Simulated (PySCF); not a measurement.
## Sr: excitation energy

Sr [Kr] 5s2 (1S) → Sr [Kr] 4d2 (3F), as a difference of total energies. Computed with PySCF 2.14 in ANO-RCC-VTZP (7s6p3d1f, 47 functions), with the spin-free X2C one-electron Hamiltonian (Gaussian nucleus). Correlated levels: valence: [Kr] frozen; valence and next inner shell: [Ar] 3d10 frozen. The calculations carry no spin-orbit coupling.

```
                                method  excitation energy (eV)
                                   UHF                   4.962
                                   LDA                   4.727
                                   PBE                   4.428
                                  PBE0                   4.502
                                r2SCAN                   4.215
                               r2SCAN0                   4.392
                               wB97M-V                   4.951
                                B2PLYP                   5.019
                                 B3LYP                   4.725
                         MP2 (valence)                   5.382
                     SCS-MP2 (valence)                   5.497
    MP2 (valence and next inner shell)                   5.611
SCS-MP2 (valence and next inner shell)                   5.672
```

Q: How much does correlation contribute at MP2 (valence and next inner shell)?

A: 5.611 − (4.962) = 0.649 eV, measured against UHF.

A first-order spin-orbit estimate (lowest level to lowest level, LS coupling) adds -0.019 eV.

In the upper state the promoted electron has a positive orbital energy at LDA, PBE, r2SCAN, so the basis confines it.
